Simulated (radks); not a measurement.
Values are calculated unless marked as measured or tabulated.
Charge is removed step by step from the 1s down level of neutral helium, starting from 1s(up 1, down 1). Code: a radial shooting solver on a logarithmic mesh with Libxc functionals. Model: non-relativistic Kohn-Sham, PBEsol, spin-polarised, spherical densities, point nucleus.

removed (e)  E - E(0) (eV)  eigenvalue (eV)
0                    0.000          -15.499
0.125                2.077          -17.736
0.25                 4.436          -20.014
0.375                7.081          -22.307
0.5                 10.011          -24.578
0.625               13.222          -26.772
0.75                16.697          -28.786
0.875               20.401          -30.352

The mean slope of the eigenvalue, de/dn, is 17.0 eV per electron.
